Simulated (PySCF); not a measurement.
C₂H₇Al, triplet, geometry from GFN2-xTB (such geometries of metal compounds can be far from the true shape) (a higher spin typed on purpose: for a closed-shell molecule this is an excited state) (in this run its highest filled SCF level lies above zero, so its values depend strongly on the basis, on diffuse functions most of all). Base run: PySCF with DF-PBE/STO-3G.

Here is a job for PySCF.
```python
from pyscf import gto, scf, dft

mol = gto.M(
    atom='''
Al    0.40958518   -0.18314137   -0.80511561
C    -0.58097621   -1.24208483    0.75109971
H    -0.37697706   -2.26541523    0.44622273
H    -1.64939540   -1.04926874    0.74868397
H    -0.15066413   -1.05098784    1.72869272
C    -0.15699471    1.51820863    0.33890127
H     0.32500173    2.30475461   -0.23624706
H     0.24065338    1.49664967    1.34825049
H    -1.23395162    1.65544067    0.34478597
H     1.94855128   -0.36707805   -0.45389173
''',
    basis='sto-3g',
    spin=2,
    verbose=4,
)

mf = dft.UKS(mol)
mf.xc = 'pbe'
mf = mf.density_fit(auxbasis='def2-universal-jkfit')
mf.kernel()
mf.analyze()
```

Variants of this job, named by their change:

```json
[
 {"change": "base", "basis functions": "26", "E (Eh)": "-318.54247", "HOMO (eV)": "0.15", "dipole (D)": "1.53", "core-seconds (rough)": "7"},
 {"change": "basis = LANL2DZ", "basis functions": "40", "E (Eh)": "-82.15780", "HOMO (eV)": "-3.99", "dipole (D)": "1.97", "core-seconds (rough)": "5"},
 {"change": "basis = 3-21G", "basis functions": "___", "E (Eh)": "___", "HOMO (eV)": "___", "dipole (D)": "2.13", "core-seconds (rough)": "7"},
 {"change": "basis = def2-SV(P)", "basis functions": "60", "E (Eh)": "-322.30976", "HOMO (eV)": "-4.01", "dipole (D)": "2.04", "core-seconds (rough)": "9"},
 {"change": "basis = 6-31+G*", "basis functions": "___", "E (Eh)": "___", "HOMO (eV)": "-4.06", "dipole (D)": "2.01", "core-seconds (rough)": "9"},
 {"change": "basis = 6-31G**", "basis functions": "___", "E (Eh)": "___", "HOMO (eV)": "___", "dipole (D)": "___", "core-seconds (rough)": "10"},
 {"change": "basis = cc-pV(D+d)Z", "basis functions": "___", "E (Eh)": "___", "HOMO (eV)": "___", "dipole (D)": "2.13", "core-seconds (rough)": "10"},
 {"change": "basis = 6-311G**", "basis functions": "104", "E (Eh)": "-322.49443", "HOMO (eV)": "-4.04", "dipole (D)": "2.03", "core-seconds (rough)": "10"},
 {"change": "basis = def2-TZVP", "basis functions": "141", "E (Eh)": "-322.50552", "HOMO (eV)": "-4.04", "dipole (D)": "2.05", "core-seconds (rough)": "20"},
 {"change": "basis = def2-TZVPD", "basis functions": "180", "E (Eh)": "-322.50626", "HOMO (eV)": "-4.06", "dipole (D)": "2.03", "core-seconds (rough)": "20"},
 {"change": "basis = pcseg-2", "basis functions": "192", "E (Eh)": "-322.51372", "HOMO (eV)": "-4.07", "dipole (D)": "2.01", "core-seconds (rough)": "40"},
 {"change": "basis = cc-pVTZ", "basis functions": "192", "E (Eh)": "-322.50647", "HOMO (eV)": "-4.04", "dipole (D)": "2.08", "core-seconds (rough)": "30"},
 {"change": "basis = def2-TZVPP", "basis functions": "202", "E (Eh)": "-322.50803", "HOMO (eV)": "-4.04", "dipole (D)": "2.05", "core-seconds (rough)": "30"}
]
```

### Question
Some entries are withheld; supply them.

### Answer

- basis = 3-21G, basis functions: 45
- basis = 3-21G, E (Eh): -320.69133
- basis = 3-21G, HOMO (eV): -3.92
- basis = 6-31+G*, basis functions: 72
- basis = 6-31+G*, E (Eh): -322.44950
- basis = 6-31G**, basis functions: 81
- basis = 6-31G**, E (Eh): -322.45397
- basis = 6-31G**, HOMO (eV): -3.93
- basis = 6-31G**, dipole (D): 2.15
- basis = cc-pV(D+d)Z, basis functions: 86
- basis = cc-pV(D+d)Z, E (Eh): -322.46333
- basis = cc-pV(D+d)Z, HOMO (eV): -3.98

Totals compare only among sets that treat the same electrons; sets with core potentials leave the core out.

Open shells are given as the SCF converged; they aren't shown to be the lowest states, and a large step between rows can be another state.
